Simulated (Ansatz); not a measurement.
**Question.** Name a neutral molecule of Al, C, N, O and H with ideal-gas entropy at 298 K and 1 bar (rigid rotor, harmonic PBE0-D4/def2-TZVP) between 315 and 331 J/(mol·K) and zero-point energy (PBE0-D4/def2-TZVP) between 96 and 112 kJ/mol (Ansatz, PBE0-D4/def2-TZVP geometry).

**Answer.** `O[C]1=[N][Al]1[OH]` (316 J/(mol·K), 98.9 kJ/mol). Other molecules can fit too; these were computed, each in one conformer that needn't be the lowest.
